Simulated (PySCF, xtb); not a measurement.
C₃H₈FNSi, SMILES F[Si@@H](C=C)NC.

GFN2-xTB (xtb 6.7.1) at its own geometry gives an orbital gap of 3.89 eV and a dipole moment of 2.02 D.

Geometry optimised at ωB97X-D3(BJ)/def2-SVP. The structure was generated by enumeration; whether it is a known compound was not checked. Other conformers were not sampled.

### Question
What does B3LYP/def2-TZVP (PySCF) give? (Estimate from the structure and the level; the computed values follow.)

### Answer
gap 6.12 eV (levels -6.96 and -0.83 eV), dipole 1.98 D.
